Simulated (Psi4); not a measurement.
Complex: CH4 (SMILES C) (first 5 atoms) with COS (SMILES O=C=S); geometry from B3LYP-D3(BJ)/def2-TZVP.
(charge 0, multiplicity 1):
```xyz
8

C     -0.04974     0.02689     0.19317
H      0.14767    -1.00241     0.48964
H     -0.99912     0.35234     0.61572
H      0.75133     0.66744     0.55964
H     -0.09600     0.08912    -0.89312
O     -1.40005     0.36637     3.55270
C     -0.32455    -0.02038     3.72205
S      1.12900    -0.54315     3.95159
```

These are SAPT0/jun-cc-pV(D+d)Z (Psi4) values and carry that method's errors.

Problem. Give the four SAPT terms and the total, and say what mostly holds the pair together.

Solution. electrostatics -23.3, exchange 56.0, induction -3.6, dispersion -46.9, total -17.8 meV; the largest attraction is dispersion.
